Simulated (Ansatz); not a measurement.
Mulliken charges of `BC(Cl)BO` from r2SCAN/def2-TZVPP in Ansatz (PBE0-D4/def2-TZVP geometry).

```
atom   x (Å)   y (Å)   z (Å)  charge (e)
  B1  -0.730  -0.557   1.267      -0.048
  C2   0.382  -0.413   0.211       0.057
 Cl3   1.897   0.367   0.780      -0.190
  B4  -0.176   0.295  -1.099       0.087
  O5   0.390   1.404  -1.589      -0.260
  H6  -1.677  -1.229   0.980       0.017
  H7  -0.679  -0.001   2.321       0.028
  H8   0.641  -1.422  -0.143       0.090
  H9  -1.115  -0.174  -1.672       0.008
 H10   1.150   1.679  -1.053       0.211
```

Q: By hand: the dipole of these point charges (1 e Å = 4.8032 D).

A: Σ q r = (-0.176, -0.202, -0.046) e Å, of length 0.272 e Å = 1.31 D.

Q: How does the dipole of the full density compare? (Estimate.)

A: The calculation gave: (-0.021, -0.177, 0.037) e Å, 0.87 D; the point charges give 1.51 times that, at 40° from its direction.

Point charges leave out the atoms' own dipoles, such as those of lone pairs, and Mulliken's split depends on the basis, so the two needn't agree.
